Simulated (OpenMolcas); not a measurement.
A calculation on Ge.

```
Program             : OpenMolcas 26.06
Method              : SS-CASPT2, IPEA 0.25 Eh, imaginary shift 0.1 Eh (closed shells correlated: 3d 4s)
Basis               : ANO-RCC-VQZP [7s6p4d2f1g]
Scalar Hamiltonian  : DKH2, point nucleus
Active space        : 2 electrons in 3 orbitals (4p)
State averaging     : 2S+1 = 3 even, 3 roots; 2S+1 = 1 even, 6 roots
Spin-orbit coupling : state interaction with AMFI integrals over the reference wave functions, term energies averaged over their components
```

Question: Which level of the active space comes out lowest?

Answer: 4s² 4p² ³P₀, with 100 % of that term; it is also the measured ground level.

Question: How high does 4s² 4p² ¹S₀ lie?

Answer: 17270 cm⁻¹ above the lowest level; measured 16367 cm⁻¹ above the ground level, so the calculation is off by +5 %.

Question: How high does 4s² 4p² ³P₂ lie?

Answer: 1246 cm⁻¹ above the lowest level; measured 1410 cm⁻¹ above the ground level, so the calculation is off by -12 %.

Question: How high does 4s² 4p² ¹D₂ lie?

Answer: 7800 cm⁻¹ above the lowest level; measured 7125 cm⁻¹ above the ground level, so the calculation is off by +9 %.

Measured values: NIST Handbook of Basic Atomic Spectroscopic Data.

CASPT2 breaks the degeneracy within a term, and the mean is taken; among the terms shown or strongly mixed into the levels shown the widest spread is 87 cm-1 (4s² 4p² ¹D). With the s shell closed, the reference lacks s² → p² mixing. Measured partners are found by configuration, term and J. A level has none where our copy of the source lacks it or the pairing is in doubt (some pairs that miss far off the trend of their configuration count as doubtful), and it then counts in no deviation. Levels of configurations outside the active space are missing.
